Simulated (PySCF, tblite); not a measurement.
Isomers of CH8F2Si3, one GFN2-xTB conformer each. Single-point energies are computed at PBE0/pcSseg-1 (PySCF, gas phase, no added dispersion term), electronic only.

```json
{"SMILES": "C[Si@](F)([SiH3])[SiH2]F", "GFN2-xTB relative energy (kcal/mol)": "0.0"}
{"SMILES": "FC[SiH2][Si@@H](F)[SiH3]", "GFN2-xTB relative energy (kcal/mol)": "45.3"}
```

Conformers: `[CH3:1][Si@:2]([F:3])([SiH3:4])[SiH2:5][F:6]` with C1–Si2–Si5–F6 86°; `[F:1][CH2:2][SiH2:3][Si@@H:4]([F:5])[SiH3:6]` with F1–C2–Si3–Si4 43°, C2–Si3–Si4–F5 176°.

**Question.** What does PBE0/pcSseg-1 give for the same structures?

**Answer.** 
```csv
SMILES,PBE0/pcSseg-1 E (Eh),PBE0/pcSseg-1 (kcal/mol),GFN2-xTB (kcal/mol),point group
C[Si@](F)([SiH3])[SiH2]F,-1110.52985,0.0,0.0,C1
FC[SiH2][Si@@H](F)[SiH3],-1110.44870,50.9,45.3,C1
```

Both levels put the same isomer lowest. 

**Question.** Which frontier levels, dipoles and rotational constants go with these structures?

**Answer.** 
```csv
SMILES,"HOMO (eV, PBE0/pcSseg-1)",LUMO (eV),dipole (D),"A, B, C (MHz)"
C[Si@](F)([SiH3])[SiH2]F,-8.20,-1.50,1.15,"1981, 1170, 969.7"
FC[SiH2][Si@@H](F)[SiH3],-8.20,-1.26,1.75,"2068, 1188, 813.2"
```

**Question.** What happens when harmonic zero-point energies from GFN2-xTB frequencies are added?

**Answer.** 
| SMILES | ZPE (kcal/mol) | electronic (kcal/mol) | with ZPE (kcal/mol) |
| --- | --- | --- | --- |
| C[Si@](F)([SiH3])[SiH2]F | 51.6 | 0.0 | 0.0 |
| FC[SiH2][Si@@H](F)[SiH3] | 50.2 | 50.9 | 49.5 |

The zero-point energies span 1.4 kcal/mol. The order is unchanged.
